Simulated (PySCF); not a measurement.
Se(Cl)4 anion (Cl4Se), SMILES Cl[Se](Cl)(Cl)Cl (connectivity only; charge and spin as stated), charge -1, multiplicity 2.

Coordinates come from a B3LYP-D3(BJ)/def2-SVPD optimisation. The multiplicity is an assumed one; no other spin state was optimised. The isomer is the one that the SMILES or the coordinates give; other isomers of the formula were not compared.

Two levels are set side by side: PBE/def2-SVPD (PySCF) and r2SCAN/def2-SVPD (PySCF). Same geometry, gas phase. Differences are taken from unrounded values.

| quantity | PBE |
|---|---|
| α-spin orbital gap (eV) | 3.02 |
| β-spin orbital gap (eV) | 1.14 |
| mean polarisability (bohr³) | 137.4 |

Question: These are the PBE values. What does r2SCAN give? (An estimate is asked for; the answer gives what the named calculation found.)

Answer: 
| quantity | r2SCAN | PBE minus r2SCAN |
|---|---|---|
| α-spin orbital gap (eV) | 3.42 | -0.40 |
| β-spin orbital gap (eV) | 1.44 | -0.30 |
| mean polarisability (bohr³) | 131.5 | 5.8 |

Rough cost on one machine, each run with all the roots and properties that it gave: r2SCAN against PBE about 3 times.
